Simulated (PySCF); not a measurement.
CH7O2PSi.
Cartesian coordinates in Å at the PBE0-D3(BJ)/def2-SVP level; atoms count from 1:
```xyz
12
CH7O2PSi angstrom
C     -1.463   -0.891   -0.145
O     -0.183   -0.602    0.343
Si     0.759    0.663   -0.164
O      0.098    2.142    0.205
P      2.628    0.445    1.049
H     -1.472   -1.008   -1.246
H     -1.809   -1.837    0.297
H     -2.191   -0.104    0.123
H      0.910    0.583   -1.654
H     -0.383    2.594   -0.494
H      3.382    1.293    0.179
H      3.009   -0.748    0.359
```

Linear response at CAM-B3LYP/def2-SVPD (PySCF, frozen core in the response, non-relativistic).

Static isotropic polarisability: 74.16 au (10.99 Å³), principal values 64.8, 69.1, 88.5 au.

Task: What is the polarisability at 1064 nm and at the sodium D line?

Result: 74.89 au at 1064 nm (+1.0 %), 76.60 au at 589.3 nm (+3.3 %). The rise at 589.3 nm is 3.37 times that at 1064 nm; a pure ω² law gives 3.26. The lowest singlet lies at 186 nm, shorter than both wavelengths.

Task: What is the isotropic C6 coefficient between two such molecules, C6 = (3/π)∫α(iω)² dω?

Result: 2061 au (Eh·bohr⁶) by a ten-point quadrature over imaginary frequencies, which is 1230 eV·Å⁶ or 119 J·nm⁶/mol.

Task: Which effective excitation energy ω̄ makes London's formula C6 = (3/4)α²ω̄ exact here?

Result: ω̄ = 4·C6/(3α²) = 0.500 Eh = 13.6 eV. A one-pole form α(ω) = α/(1 − ω²/ω̄²) fitted to the 1064 nm value gives 11.9 eV.

Task: What n − 1 at the D line would an ideal gas of it have at 273.15 K and 1 atm (2.6868 × 10¹⁹ cm⁻³), by n − 1 = 2π·N·α′?

Result: 19.16 × 10⁻⁴, a formal value whether or not that pressure can be reached.

Task: What molar refraction at the D line follows from R = (4π/3)·N_A·α′, with α′ the polarisability volume?

Result: α′ = 11.35 Å³ gives R = 28.63 cm³/mol, for isolated, non-vibrating species.

Task: How anisotropic is the static polarisability, by Δα² = ½[(α1 − α2)² + (α2 − α3)² + (α3 − α1)²]?

Result: Δα = 21.8 au, or 0.29 of the isotropic value.

Task: What three-body coefficient follows from the one-pole estimate C9 = (3/4)·α·C6?

Result: 115000 au. This is an estimate from the two numbers above, not a computed integral.

Task: The lowest 6 singlets have (eV, f): 6.68, 0.023; 6.88, 0.028; 7.30, 0.228; 7.46, 0.125; 7.58, 0.040; 7.83, 0.001. What share of the static polarisability do they carry in the sum over states α = Σ f/ω²?

Result: 6.18 au, 8.3 % of α; the largest term, 3.17 au, is that of the state at 7.30 eV. Their oscillator strengths add up to 0.45. Higher states carry the rest.

One conformer stands for the species.
